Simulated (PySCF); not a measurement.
Compound: C4H7BGeO2.
Numbering: `[OH:1][B:2]([OH:3])[GeH:4]1[CH:5]=[CH:6][CH:7]=[CH:8]1` (hydrogens: H9 on O1; H10 on O3; H11 on Ge4; H12 on C5; H13 on C6; H14 on C7; H15 on C8)

Computed, not measured: PySCF 2.14.0, density-fitted response routines, TDDFT wB97X-D/def2-SVPD, vertical, gas phase, core orbitals frozen in the response. Geometry: PBE0-D3(BJ)/def2-SVP, one conformer, isolated molecule. Relativistic effects, spin–orbit coupling among them, are left out although an element past zinc is present. Torsions of this conformer, `[OH:1][B:2]([OH:3])[GeH:4]1[CH:5]=[CH:6][CH:7]=[CH:8]1`: O1–B2–Ge4–C5 -51°, H–O1–B2–O3 0°, H–O3–B2–O1 180°.

Computed singlets:

```csv
state,E (eV),f
S1,4.61,0.055
S2,5.67,0.0001
S3,5.79,0.014
S4,5.87,0.029
S5,6.53,0.033
S6,6.57,0.076
S7,6.66,0.0001
S8,7.02,0.0000
S9,7.36,0.027
S10,7.41,0.030
```

Task: Build the mean polarisability up from these states and compare it with the full response value.

Result: Each state adds f / ΔE² (ΔE in hartree, 27.2114 eV).

```
state  f/ΔE² (au)  running sum (au)  running share of α (%)
   S1        1.91              1.91                     2.0
   S2        0.00              1.91                     2.0
   S3        0.32              2.23                     2.3
   S4        0.61              2.84                     3.0
   S5        0.58              3.42                     3.6
   S6        1.31              4.73                     4.9
   S7        0.00              4.73                     4.9
   S8        0.00              4.73                     4.9
   S9        0.37              5.10                     5.3
  S10        0.40              5.50                     5.7
```

The full response gives 95.88 au (14.21 Å³), so 90.4 au comes from the higher roots of the same equations.

Task: By how much does the contribution of these states grow at 632.8 nm?

Result: With ω = 0.0720 hartree each state's term in the mean polarisability goes from f / ΔE² to f / (ΔE² − ω²); the sum over all 10 states goes from 5.50 to 6.29 au, a rise of 0.78 au.

The largest single term belongs to S1, although S6 has the larger f: the term falls with the square of the energy.
